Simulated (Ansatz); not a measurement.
Mo(OSiH3)4 (Si₄MoO₄H₁₂). Total charge 0; triplet. Geometry PBE-D4/def2-SVP; atoms count from 1.

```xyz
21

Mo    0.545   -0.993    0.234
O     2.352   -0.433    0.081
Si    3.075    0.998   -0.502
H     2.859    1.133   -1.982
H     4.545    0.862   -0.222
H     2.550    2.213    0.215
O    -0.296   -2.050   -1.100
Si   -1.248   -1.671   -2.463
H    -0.415   -0.980   -3.506
H    -2.425   -0.809   -2.092
H    -1.749   -2.981   -3.003
O    -0.006   -1.380    1.986
Si   -0.908   -0.931    3.352
H     0.027   -0.797    4.519
H    -1.926   -2.000    3.625
H    -1.595    0.381    3.082
O    -0.024    0.635   -0.668
Si   -1.096    1.907   -0.436
H    -0.583    2.852    0.623
H    -2.450    1.400   -0.001
H    -1.231    2.643   -1.741
```

In the def2 sets Mo takes a core potential; there is no spin–orbit coupling.

(1) Estimate the Mulliken populations from the PBE0/def2-TZVP orbitals of Ansatz.

(2) Where does the spin sit?

(3) And the Mayer bond orders between bonded heavy atoms (over 0.3)?

## Answers

(1) 
```tsv
atom	charge (e)	spin (α − β)	d electrons
Mo1	1.66	1.86	3.82
O2	-0.67	0.01	–
Si3	0.36	0.02	–
H4	-0.02	0.00	–
H5	-0.03	0.00	–
H6	-0.03	0.01	–
O7	-0.67	0.01	–
Si8	0.35	0.02	–
H9	-0.02	0.00	–
H10	-0.03	0.01	–
H11	-0.03	0.00	–
O12	-0.71	0.00	–
Si13	0.33	0.01	–
H14	-0.02	0.00	–
H15	-0.02	0.00	–
H16	-0.02	0.00	–
O17	-0.65	0.05	–
Si18	0.31	0.00	–
H19	-0.03	0.00	–
H20	-0.03	0.00	–
H21	-0.02	0.00	–
```
Mulliken values and Mayer orders depend strongly on the basis.

(2) Summed by element: Mo 1.86, O 0.07, Si 0.05, H 0.02, of 2 unpaired in all. Largest on single atoms: Mo1 1.86, O17 0.05, Si3 0.02.

(3) Mo1–O2 0.88 (1.90 Å); Mo1–O7 0.87 (1.90 Å); Mo1–O12 0.83 (1.88 Å); Mo1–O17 0.79 (1.95 Å); O2–Si3 1.05 (1.71 Å); O7–Si8 1.05 (1.71 Å); O12–Si13 1.05 (1.70 Å); O17–Si18 1.13 (1.68 Å).
